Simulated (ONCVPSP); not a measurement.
## LDA (Perdew-Zunger) ONCV dataset for osmium (Os), scalar-relativistic all-electron reference.

| Item | Value |
| --- | --- |
| Element | Os (Z = 76) |
| Generator | ONCVPSP 4.0.1 |
| Type | optimised norm-conserving Vanderbilt (ONCV) |
| Functional | LDA (Perdew-Zunger) |
| Relativity | scalar-relativistic |
| Frozen core | [Xe] 4f14 |
| Valence charge | 8 |
| Reference configuration | 5d6 6s2 |
| Partial waves | 6s: rc 2.40 bohr, ncon 4, nbas 8, qcut 2.6 1/bohr, 2 projectors, debl 1.6 Ha; p scattering state at 0.04 Ha: rc 2.35 bohr, ncon 5, nbas 10, qcut 3 1/bohr, 1 projector; 5d: rc 2.50 bohr, ncon 3, nbas 8, qcut 7 1/bohr, 1 projector |
| Local potential | polynomial inside 1.85 bohr (lpopt 5, dvloc0 0 Ha) |
| Core correction | polynomial model core, fcfact 0.45 |

In the p channel the program set the typed energies aside and used 0.050 Ha.

All-electron outer shells of the reference configuration (LDA (Perdew-Zunger), scalar-relativistic, ld1.x):

```json
{"shell": "5p", "level (eV)": "-51.05", "outermost node (bohr)": "0.55", "outermost maximum (bohr)": "1.03"}
{"shell": "5d", "level (eV)": "-6.46", "outermost node (bohr)": "0.60", "outermost maximum (bohr)": "1.36"}
{"shell": "6s", "level (eV)": "-6.39", "outermost node (bohr)": "1.20", "outermost maximum (bohr)": "2.48"}
```

Results:

| Property | Result |
| --- | --- |
| Cutoffs needed | 15 Ha and 23 Ha (the cutoffs (Ha) at which the residual kinetic energy of the hardest occupied pseudo-wave falls to 1 and 0.1 mHa per electron) The cutoffs count occupied waves only; projector 1 of the p channel, the hardest unoccupied one, needs 50 Ha at the loose tolerance. |
| Ghost test | no bound ghost flagged but for a GHOST(-) flag that falls on a real empty level of the atom; GHOST(+) flagged for s at 2.10 eV, p at 4.0 eV |
| Configuration tests | 2 of 4 tests not solved or not reliable |
| rms error of d²Exc/dni dnj | 6.88 mHa without and 0.94 mHa with the model core |

Generation and tests took about 4.2 s on one core of a shared server CPU.
